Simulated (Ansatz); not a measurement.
## Ligand exchange: C2H5ClSi2 + HOI → C2H6OSi2 + ICl

Species: C2H5ClSi2 `[SiH3]C#C[SiH2]Cl`, singlet; HOI (hypoiodous acid) `OI`, singlet; C2H6OSi2 `O[SiH2]C#C[SiH3]`, singlet; ICl (iodine monochloride), singlet. The partners trade Cl for OH: Si–Cl and I–OH bonds give way to Si–OH and I–Cl.

Shapes, held fixed at every level: PBE0-D4/def2-TZVP. Flexible molecules stand in one conformer, not always the lowest. Programs: Ansatz 0.2.0. Electronic energies: no zero-point or thermal term.

| level | kind | ΔE (kJ/mol) | less CCSD(T)/def2-TZVPP |
| --- | --- | --- | --- |
| HF/def2-SVP | Hartree–Fock | -84.0 | -14.4 |
| HF/def2-TZVPP | Hartree–Fock | -88.7 | -19.1 |
| PBE-D4/def2-TZVPP | GGA | -63.9 | +5.7 |
| BHLYP-D4/def2-TZVPP | global hybrid | -81.2 | -11.6 |
| PBE0-D4/def2-TZVPP | global hybrid | -70.5 | -0.9 |
| B2PLYP/def2-TZVPP | double hybrid | -72.1 | -2.5 |
| MP2/def2-SVP | perturbation theory | -63.9 | +5.7 |
| CCSD(T)/def2-TZVPP | coupled cluster or CI | -69.6 | 0.0 |

The highest level, CCSD(T)/def2-TZVPP, gives ΔE = -69.6 kJ/mol; the levels span -88.7 to -63.9. The column of differences is taken from that level and isn't an error. No measured value is set beside it here. For atoms past krypton def2 sets carry core potentials with scalar relativity. Correlated rows may include outer-core shells of I, which these sets cover unevenly.
